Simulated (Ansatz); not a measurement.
`N[SiH2][O][GeH3]`, relaxed with RKS PBE-D4/def2-SVP in Ansatz from a rough embedded geometry. The force threshold is 0.03 eV/Å; the program also tests the step.

Total charge 0; spin multiplicity 1.

Start:

```xyz
11

N    -1.330   -0.139   -2.018
Si   -0.781    0.131   -0.409
O     0.855   -0.395   -0.290
Ge    1.343    0.014    1.472
H    -1.186   -1.171   -2.279
H    -0.689    0.384   -2.724
H    -0.885    1.592   -0.087
H    -1.606   -0.598    0.523
H     2.744   -0.443    1.666
H     1.156    1.482    1.750
H     0.377   -0.857    2.396
```

```csv
step,energy (eV),largest force (eV/Å),largest move (Å)
1,-68019.1982,2.110,0.000
2,-68019.5680,0.968,0.143
3,-68019.6663,1.307,0.200
4,-68019.7258,0.209,0.147
5,-68019.7330,0.041,0.043
6,-68019.7334,0.016,0.013
```

End:

```xyz
11

N    -1.179   -0.216   -2.146
Si   -0.926    0.173   -0.479
O     0.627   -0.188    0.061
Ge    1.445   -0.015    1.651
H    -1.208   -1.200   -2.426
H    -0.702    0.339   -2.862
H    -1.164    1.653   -0.333
H    -1.922   -0.623    0.321
H     2.881   -0.552    1.439
H     1.463    1.485    2.058
H     0.684   -0.855    2.714
```

Run time 8 s (4 threads of an Arm Neoverse V2 on a shared host); peak host memory 0.16 GiB.
